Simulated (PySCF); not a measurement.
# TDDFT excited states: C6H13AsO

C6H13AsO.
Structure used (PBE0-D3(BJ)/def2-SVP), in Å, numbered top down from 1:
```
atom  x, y, z in Å
O1    -2.0060   -0.3235    1.6305
C2    -2.0528   -0.4298    0.2304
C3    -0.6664   -0.1600   -0.3348
C4    -0.2213    1.2657   -0.0010
C5     1.0862    1.6960   -0.6474
As6    2.6489    0.5659   -0.2237
C7     1.7053   -1.1489   -0.4824
C8     0.3206   -1.2298    0.1410
H9    -2.8752   -0.5317    1.9838
H10   -2.7689    0.2968   -0.2058
H11   -2.3794   -1.4410   -0.0882
H12   -0.7591   -0.2431   -1.4354
H13   -1.0217    1.9607   -0.3150
H14   -0.1519    1.3595    1.0953
H15    1.0011    1.6920   -1.7479
H16    1.3458    2.7272   -0.3609
H17    2.4268    0.6060    1.2906
H18    1.6543   -1.3015   -1.5746
H19    2.3599   -1.9430   -0.0903
H20    0.3941   -1.1678    1.2392
H21   -0.1135   -2.2225   -0.0792
```

Method: PySCF 2.14.0, density-fitted response routines, TDDFT CAM-B3LYP/def2-SVPD, vertical, gas phase, core orbitals frozen in the response. The CAM-B3LYP/def2-SVPD calculation is non-relativistic and has no spin–orbit coupling, an omission that weighs most on arsenic.

Task: List the vertical singlet excitations with oscillator strengths and describe the spectrum.

Result: 

```json
{"state": "S1", "E (eV)": "6.35", "ν̃ (cm⁻¹)": "51200", "f": "0.069", "|μ| (D)": "1.70", "main configurations (H = HOMO, L = LUMO)": "H→L+2 (87%)"}
{"state": "S2", "E (eV)": "6.38", "ν̃ (cm⁻¹)": "51490", "f": "0.066", "|μ| (D)": "1.65", "main configurations (H = HOMO, L = LUMO)": "H→L+1 (64%), H→L+3 (20%)"}
{"state": "S3", "E (eV)": "6.85", "ν̃ (cm⁻¹)": "55280", "f": "0.0007", "|μ| (D)": "0.17", "main configurations (H = HOMO, L = LUMO)": "H-2→L (83%)"}
{"state": "S4", "E (eV)": "7.02", "ν̃ (cm⁻¹)": "56620", "f": "0.153", "|μ| (D)": "2.40", "main configurations (H = HOMO, L = LUMO)": "H→L+5 (84%)"}
{"state": "S5", "E (eV)": "7.10", "ν̃ (cm⁻¹)": "57230", "f": "0.020", "|μ| (D)": "0.87", "main configurations (H = HOMO, L = LUMO)": "H→L+3 (39%), H→L (35%)"}
{"state": "S6", "E (eV)": "7.41", "ν̃ (cm⁻¹)": "59760", "f": "0.0027", "|μ| (D)": "0.31", "main configurations (H = HOMO, L = LUMO)": "H→L (48%), H→L+1 (20%), H→L+3 (15%)"}
{"state": "S7", "E (eV)": "7.53", "ν̃ (cm⁻¹)": "60720", "f": "0.0005", "|μ| (D)": "0.13", "main configurations (H = HOMO, L = LUMO)": "H-1→L+1 (51%), H→L+4 (16%), H-1→L (12%)"}
{"state": "S8", "E (eV)": "7.77", "ν̃ (cm⁻¹)": "62660", "f": "0.072", "|μ| (D)": "1.57", "main configurations (H = HOMO, L = LUMO)": "H-1→L+2 (64%), H→L+6 (17%)"}
{"state": "S9", "E (eV)": "7.82", "ν̃ (cm⁻¹)": "63080", "f": "0.057", "|μ| (D)": "1.39", "main configurations (H = HOMO, L = LUMO)": "H→L+4 (54%), H-1→L+1 (14%), H-1→L+3 (8%)"}
{"state": "S10", "E (eV)": "8.01", "ν̃ (cm⁻¹)": "64600", "f": "0.013", "|μ| (D)": "0.66", "main configurations (H = HOMO, L = LUMO)": "H→L+6 (57%), H-1→L+2 (22%)"}
```

Triplets, Tamm–Dancoff:

| state | E (eV) | λ (nm) | main configurations (H = HOMO, L = LUMO) |
| --- | --- | --- | --- |
| T1 | 5.40 | 229.7 | H→L+2 (70%), H→L+4 (16%) |
| T2 | 5.44 | 228.0 | H→L+1 (39%), H→L+5 (20%), H→L+3 (19%) |
| T3 | 6.54 | 189.5 | H→L+5 (62%), H→L+1 (11%) |
| T4 | 6.56 | 188.9 | H-2→L (78%), H-2→L+1 (8%) |

The lowest singlet lies at 6.35 eV (195 nm, vacuum ultraviolet) and is of moderate strength; its leading configuration is HOMO→LUMO+2 (87%). The most intense listed level is S4 at 7.02 eV (177 nm, f = 0.153), 0.67 eV above S1. Löwdin shares by element: HOMO arsenic 59%, carbon 19% or more, hydrogen 6% or more (atoms not listed hold the other 16%); LUMO oxygen 32%, hydrogen 22% or more, carbon 15% or more (atoms not listed hold the other 31%). The oscillator strengths of these states sum to 0.456; summed over the whole spectrum of an exact calculation they would give the number of electrons, 90 (Thomas–Reiche–Kuhn). Weighted by f, the mean energy of these states is 7.08 eV. The listed states span 1.66 eV, and the widest gap between neighbours is 0.47 eV (S2 to S3). All these states lie below the vertical ionisation energy of 8.69 eV (ΔSCF). The window holds the lowest 10 singlets.

The run took 6.6 min on AMD EPYC, one thread (shared host), and the process peaked at 1.5 GiB of memory.

One conformer stands for the species.
